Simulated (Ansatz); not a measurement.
`BC(C)=C=C` and `C=C=C(C)I` differ in one atom or group.

Ansatz, PBE0-D4/def2-TZVP geometries, multiplicity 1. 

Elements past krypton have def2 core potentials.

```
                               property  `BC(C)=C=C`
    HOMO–LUMO gap (PBE/def2-TZVPP) / eV         3.79
HOMO–LUMO gap (ωB97M-V/def2-TZVPP) / eV        10.11
  HOMO energy (ωB97M-V/def2-TZVPP) / eV        -9.93
   HOMO–LUMO gap (PBE0/def2-TZVPP) / eV         5.91
  LUMO energy (ωB97M-V/def2-TZVPP) / eV         0.19
     LUMO energy (PBE0/def2-TZVPP) / eV        -1.78
```

Task: Give the same properties after the change, and the shifts. (Estimate.)

Result: Ansatz gave: 
```json
{"property": "HOMO–LUMO gap (PBE/def2-TZVPP) / eV", "`C=C=C(C)I`": "3.49", "shift": "-0.30"}
{"property": "HOMO–LUMO gap (ωB97M-V/def2-TZVPP) / eV", "`C=C=C(C)I`": "9.55", "shift": "-0.56"}
{"property": "HOMO energy (ωB97M-V/def2-TZVPP) / eV", "`C=C=C(C)I`": "-8.94", "shift": "0.99"}
{"property": "HOMO–LUMO gap (PBE0/def2-TZVPP) / eV", "`C=C=C(C)I`": "5.45", "shift": "-0.46"}
{"property": "LUMO energy (ωB97M-V/def2-TZVPP) / eV", "`C=C=C(C)I`": "0.61", "shift": "0.42"}
{"property": "LUMO energy (PBE0/def2-TZVPP) / eV", "`C=C=C(C)I`": "-1.38", "shift": "0.40"}
```

With PBE0 the HOMO rises by 0.85 eV and the LUMO rises by 0.40 eV, so the gap narrows by about 0.45 eV. PBE moves the HOMO by 0.77 eV and ωB97M-V by 0.99 eV.

Spin–orbit coupling is left out; it splits and shifts lone-pair levels of the heavy atoms by tenths of an eV.
